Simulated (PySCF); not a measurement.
H$_{2}$FInO$_{2}$ (SMILES [OH][In]([OH])[F]), singlet, at a GFN2-xTB geometry (such geometries of metal compounds can be far from the true shape) (core potentials on In).

The PySCF input:
```python
from pyscf import gto, scf, dft, solvent

mol = gto.M(
    atom='''
In   -0.06839422   -0.01052581    0.01159696
F     1.84276015    0.28359912   -0.31245935
O    -0.41684064   -1.28960363    1.41121634
H     0.41904423   -1.60903200    1.75963265
O    -1.20719403    1.03966616   -1.13584419
H    -0.66029137    1.57190428   -1.71872666
''',
    basis='def2-svp',
    ecp={'In': 'def2-svp'},
    verbose=4,
)

mf = dft.RKS(mol)
mf.xc = 'm062x'
mf.kernel()
```

**Question.** What does this run give for the Mulliken (on the basis functions themselves) charges in atom order, number of basis functions, nuclear repulsion energy, total energy, HOMO energy, dipole moment?

**Answer.** 
The Mulliken (on the basis functions themselves) charges in atom order is In1 1.13, F2 -0.51, O3 -0.53, H4 0.22, O5 -0.53, H6 0.22. The number of basis functions is 78. The nuclear repulsion energy is 199.4034 Eh and the total energy is -441.300230 Ha. The HOMO energy is -10.60 eV. The dipole moment is 0.06 D.
